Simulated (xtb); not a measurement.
Cl4OW, charge +1, doublet, at a GFN2-xTB geometry (such geometries of metal compounds can be far from the true shape) (the multiplicity is a formal guess), atoms displaced at random by about 0.06 Å a coordinate; GFN2-xTB run with xtb.

Here is a job for xtb.
```
$ xtb mol.xyz --gfn 2 --chrg 1 --uhf 1 --opt --json

# file mol.xyz
6

W      0.31928854    -0.23892007     0.03481949
O      1.54081907    -0.59725205    -0.92297023
Cl     0.50425196    -0.38146098     2.12895487
Cl    -1.25414888     1.00371054    -1.68807008
Cl    -1.17627940    -1.77947030    -0.31008220
Cl     0.14737605     2.13796619     0.27969957
```

Task: Write the output that xtb gives for this input, abridged.

Result: 
```
   ID    Z sym.   atoms
    1   74 W      1
    2    8 O      2
    3   17 Cl     3-6

           -------------------------------------------------
          |                Calculation Setup                |
           -------------------------------------------------

           -------------------------------------------------
          |                 G F N 2 - x T B                 |
           -------------------------------------------------

          ...................................................
          :                      SETUP                      :
          :.................................................:
          :  # basis functions                  54          :
          :  # atomic orbitals                  49          :
          :  # shells                           17          :
          :  # electrons                        39          :
          :  max. iterations                   250          :
          :  Hamiltonian                  GFN2-xTB          :
          :  restarted?                      false          :
          :  GBSA solvation                  false          :
          :  PC potential                    false          :
          :  electronic temp.          300.0000000     K    :
          :  accuracy                    1.0000000          :
          :  -> integral cutoff          0.2500000E+02      :
          :  -> integral neglect         0.1000000E-07      :
          :  -> SCF convergence          0.1000000E-05 Eh   :
          :  -> wf. convergence          0.1000000E-03 e    :
          :  Broyden damping             0.4000000          :
          :  net charge                          1          :
          :  unpaired electrons                  1          :
          ...................................................

 iter      E             dE          RMSdq      gap      omega  full diag
   1    -16.4919526 -0.164920E+02  0.255E+01    0.27       0.0  T
   2    -16.8669235 -0.374971E+00  0.287E+01   10.26       1.0  T
   3    -22.3647298 -0.549781E+01  0.206E+01    4.37       1.0  T
   4    -22.7372762 -0.372546E+00  0.173E+01    4.24       1.0  T
   5    -22.7311495  0.612673E-02  0.173E+01    4.24       1.0  T
   6    -23.3996493 -0.668500E+00  0.139E+01    3.69       1.0  T
   7    -23.9257316 -0.526082E+00  0.942E+00    3.18       1.0  T
   8    -24.4289612 -0.503230E+00  0.515E+00    2.29       1.0  T
   9    -24.4423096 -0.133484E-01  0.243E+00    2.25       1.0  T
  10    -24.4338769  0.843269E-02  0.318E+00    2.26       1.0  T
  11    -24.4378139 -0.393699E-02  0.232E+00    2.30       1.0  T
  12    -24.4474447 -0.963079E-02  0.657E-01    2.25       1.0  T
  13    -24.4473469  0.978165E-04  0.519E-01    2.27       1.0  T
  14    -24.4458341  0.151280E-02  0.133E+00    2.29       1.0  T
  15    -24.4472748 -0.144076E-02  0.572E-01    2.30       1.0  T
  16    -24.4476451 -0.370271E-03  0.341E-01    2.29       1.0  T
  17    -24.4478720 -0.226873E-03  0.447E-02    2.29       1.0  T
  18    -24.4476517  0.220331E-03  0.263E-01    2.28       1.0  T
  19    -24.4478173 -0.165630E-03  0.146E-01    2.28       1.0  T
  20    -24.4478512 -0.338863E-04  0.998E-02    2.29       1.0  T
  21    -24.4478743 -0.231460E-04  0.167E-02    2.29       2.4  T
  22    -24.4478723  0.200957E-05  0.349E-02    2.29       1.2  T
  23    -24.4478748 -0.250240E-05  0.272E-03    2.29      15.0  T
  24    -24.4478747  0.933109E-07  0.599E-03    2.29       6.8  T
  25    -24.4478748 -0.972846E-07  0.203E-03    2.29      20.1  T
  26    -24.4478748 -0.101650E-07  0.108E-03    2.29      37.8  T
  27    -24.4478748 -0.306929E-08  0.407E-04    2.29     100.2  T
  28    -24.4478748  0.788830E-09  0.613E-04    2.29      66.6  T

   *** convergence criteria satisfied after 28 iterations ***

         :::::::::::::::::::::::::::::::::::::::::::::::::::::
         ::                     SUMMARY                     ::
         :::::::::::::::::::::::::::::::::::::::::::::::::::::
         :: total energy             -24.384391309885 Eh    ::
         :: gradient norm              0.124040524063 Eh/a0 ::
         :: HOMO-LUMO gap              2.285960007381 eV    ::
         ::.................................................::
         :: SCC energy               -24.447868666928 Eh    ::
         :: -> isotropic ES            0.067523165031 Eh    ::
         :: -> anisotropic ES         -0.004072414255 Eh    ::
         :: -> anisotropic XC         -0.004214584295 Eh    ::
         :: -> dispersion             -0.008587363714 Eh    ::
         :: repulsion energy           0.063477357043 Eh    ::
         :: add. restraining           0.000000000000 Eh    ::
         :: total charge               1.000000000001 e     ::
         :::::::::::::::::::::::::::::::::::::::::::::::::::::

      -----------------------------------------------------------
     |                   =====================                   |
     |                        A N C O P T                        |
     |                   =====================                   |
     |               Approximate Normal Coordinate               |
     |                Rational Function Optimizer                |
      -----------------------------------------------------------
      -----------------------------------------------------------
     |                   =====================                   |
     |                        A N C O P T                        |
     |                   =====================                   |
     |               Approximate Normal Coordinate               |
     |                Rational Function Optimizer                |
      -----------------------------------------------------------

          ...................................................
          :                      SETUP                      :
          :.................................................:
          :   optimization level            normal          :
[...]
 * total energy  :   -24.3843913 Eh     change       -0.1001332E-08 Eh
 * total energy  :   -24.3950105 Eh     change       -0.1061920E-01 Eh
 * total energy  :   -24.3957031 Eh     change       -0.6925556E-03 Eh
 * total energy  :   -24.3962575 Eh     change       -0.5544361E-03 Eh
 * total energy  :   -24.3961428 Eh     change        0.1146962E-03 Eh
 * total energy  :   -24.3963671 Eh     change       -0.2243156E-03 Eh
 * total energy  :   -24.3963274 Eh     change        0.3971260E-04 Eh
 * total energy  :   -24.3963994 Eh     change       -0.7197136E-04 Eh
 * total energy  :   -24.3964006 Eh     change       -0.1174232E-05 Eh
   *** GEOMETRY OPTIMIZATION CONVERGED AFTER 9 ITERATIONS ***
[...]
   2    -24.4371949  0.223476E-09  0.330E-04    2.34     123.8  T
   3    -24.4371949 -0.278785E-09  0.139E-04    2.34     292.8  T

   *** convergence criteria satisfied after 3 iterations ***

         :::::::::::::::::::::::::::::::::::::::::::::::::::::
         ::                     SUMMARY                     ::
         :::::::::::::::::::::::::::::::::::::::::::::::::::::
         :: total energy             -24.396400556102 Eh    ::
         :: gradient norm              0.000237120630 Eh/a0 ::
         :: HOMO-LUMO gap              2.340865035503 eV    ::
         ::.................................................::
         :: SCC energy               -24.437188857888 Eh    ::
         :: -> isotropic ES            0.071375954868 Eh    ::
         :: -> anisotropic ES         -0.003741370913 Eh    ::
         :: -> anisotropic XC         -0.004286950098 Eh    ::
         :: -> dispersion             -0.008596869175 Eh    ::
         :: repulsion energy           0.040788301785 Eh    ::
         :: add. restraining           0.000000000000 Eh    ::
         :: total charge               1.000000000012 e     ::
         :::::::::::::::::::::::::::::::::::::::::::::::::::::

           -------------------------------------------------
          |                Property Printout                |
           -------------------------------------------------

    * Orbital Energies and Occupations

         #    Occupation            Energy/Eh            Energy/eV
      -------------------------------------------------------------
         1        2.0000           -1.3414018             -36.5014
       ...           ...                  ...                  ...
         8        2.0000           -0.6963779             -18.9494
         9        2.0000           -0.6959430             -18.9376
        10        2.0000           -0.6944282             -18.8964
        11        2.0000           -0.6813553             -18.5406
        12        2.0000           -0.6795416             -18.4913
        13        2.0000           -0.6650267             -18.0963
        14        2.0000           -0.6602699             -17.9669
        15        2.0000           -0.6555993             -17.8398
        16        2.0000           -0.6491309             -17.6638
        17        2.0000           -0.6467586             -17.5992
        18        2.0000           -0.6441348             -17.5278
        19        2.0000           -0.6402910             -17.4232
        20        1.0000           -0.6198899             -16.8681 (HOMO)
        21                         -0.5338647             -14.5272 (LUMO)
        22                         -0.4727024             -12.8629
        23                         -0.4679715             -12.7342
        24                         -0.4351365             -11.8407
        25                         -0.3823587             -10.4045
        26                         -0.2165223              -5.8919
        27                         -0.2105187              -5.7285
        28                         -0.2100111              -5.7147
        29                         -0.2087732              -5.6810
        30                         -0.2084285              -5.6716
        31                         -0.2081992              -5.6654
       ...                                ...                  ...
        49                          0.9427108              25.6525
      -------------------------------------------------------------
                  HL-Gap            0.0860252 Eh            2.3409 eV
             Fermi-level           -0.6034795 Eh          -16.4215 eV

     #   Z          covCN         q      C6AA      α(0)
     1  74 W        4.258     0.888   413.190    44.832
     2   8 O        0.830    -0.314    20.042     6.002
     3  17 Cl       0.892     0.069    97.116    15.076
     4  17 Cl       1.361     0.142    95.072    14.917
     5  17 Cl       0.891     0.072    97.039    15.070
     6  17 Cl       1.364     0.142    95.051    14.916

 Mol. C6AA /au·bohr⁶  :       4029.086328
 Mol. C8AA /au·bohr⁸  :     277278.260189
 Mol. α(0) /au        :        110.813792

Wiberg/Mayer (AO) data.
largest (>0.10) Wiberg bond orders for each atom

 ---------------------------------------------------------------------------
     #   Z sym  total        # sym  WBO       # sym  WBO       # sym  WBO
 ---------------------------------------------------------------------------
     1  74 W    7.120 --     2 O    2.270     5 Cl   1.504     3 Cl   1.499
                             6 Cl   0.932     4 Cl   0.915
     2   8 O    2.601 --     1 W    2.270     5 Cl   0.101
     3  17 Cl   1.821 --     1 W    1.499
     4  17 Cl   1.575 --     1 W    0.915     6 Cl   0.467
     5  17 Cl   1.826 --     1 W    1.504     2 O    0.101
     6  17 Cl   1.594 --     1 W    0.932     4 Cl   0.467
 ---------------------------------------------------------------------------

Topologies differ in total number of bonds
Writing topology from bond orders to xtbtopo.mol

molecular dipole:
                 x           y           z       tot (Debye)
 q only:       -1.006       0.524       0.305
   full:       -1.192       0.129       0.702       3.531
molecular quadrupole (traceless):
                xx          xy          yy          xz          yz          zz
 q only:       -4.156       1.490       3.533       4.335      -1.631       0.623
  q+dip:       -5.555       3.911       3.494       5.564      -1.808       2.061
   full:       -5.824       4.143       3.570       6.157      -1.554       2.253

optimized geometry written to: xtbopt.xyz

           -------------------------------------------------
          | TOTAL ENERGY              -24.396400556102 Eh   |
          | GRADIENT NORM               0.000237120630 Eh/α |
          | HOMO-LUMO GAP               2.340865035503 eV   |
           -------------------------------------------------

normal termination of xtb
```
